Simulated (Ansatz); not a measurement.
Cost and result up the ladder for `SC#Cc1ccc(C#Cc2ccc(C#Cc3ccc(C#Cc4ccc(S)cc4)cc3)cc2)cc1` (52 atoms). The state is a singlet with charge 0. Geometry: r2SCAN-D4/def2-SVP.

Ansatz on 2 threads of AMD EPYC 7R13 on a shared host and a share (18 GiB) of an NVIDIA H100 80GB HBM3. Times are rough, and most runs start from the orbitals of an earlier one. PBE0-D4/def2-TZVP serves as the yardstick here, not as an exact answer. Differences are given only for rows in sets of like size (and for xTB, whose basis is part of the method), since another set adds its own error. Binding counts from free atoms at the same level (S triplet, C triplet, H doublet; other spins of the atoms weren't run), without zero-point energy or a counterpoise term.

Single mean-field runs in def2-SVP, def2-TZVP are fitted with def2-universal-jkfit.

```csv
level,functions,binding energy per atom (eV),difference from PBE0-D4/def2-TZVP (eV)
PBE-D4/def2-SVP,574,5.68,–
PBE0-D4/def2-TZVP,1174,5.46,0.00
r2SCAN-D4/def2-TZVP,1174,5.40,-0.06
PBE0-D4/def2-SVP,574,5.55,–
PBE-D4/def2-TZVP (with forces),1174,5.60,0.14
```

(1) Estimate how long each takes.

## Answers

(1) PBE-D4/def2-SVP 5.5 s; PBE0-D4/def2-SVP 5.5 s; r2SCAN-D4/def2-TZVP 7.5 s; PBE0-D4/def2-TZVP 8 s; PBE-D4/def2-TZVP (with forces) 11 s. On shared hardware such times vary by a factor of up to 3.
